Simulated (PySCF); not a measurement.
Molecule: CH$_{4}$BO$_{2}$, charge 0, multiplicity 2. It need not be the lowest isomer of its formula. 
Geometry from a B3LYP-D3(BJ)/def2-TZVP (Ansatz) optimisation:
SMILES: CB([O])O
```xyz
8

C     -1.4134    -0.2907    -0.0298
B      0.1428     0.0719    -0.0105
O      0.4027     1.3279    -0.3869
O      1.1335    -0.7972     0.3511
H     -1.7129    -0.5948     0.9770
H     -2.0506     0.5322    -0.3461
H     -1.5670    -1.1312    -0.7122
H      0.8071    -1.6667     0.5990
```
Charge 0, spin multiplicity 2.

Dispersion corrections to the total energy (kcal/mol) from the dftd3 and dftd4 libraries through PySCF: D3(BJ) without and D4 with the three-body term, each with the damping fitted for the functional named.

```csv
functional,D3(BJ),D4
HF,-22.26,…
TPSSh,-2.88,-2.97
B2GP-PLYP,-1.42,-0.98
LC-wPBE,…,-2.66
B3LYP,…,-3.88
TPSS,-3.18,-3.28
revPBE,-6.82,-8.69
```

Question: Fill in the missing entries.

Answer: 
- HF, D4: -9.62
- LC-wPBE, D3(BJ): -2.28
- B3LYP, D3(BJ): -4.38
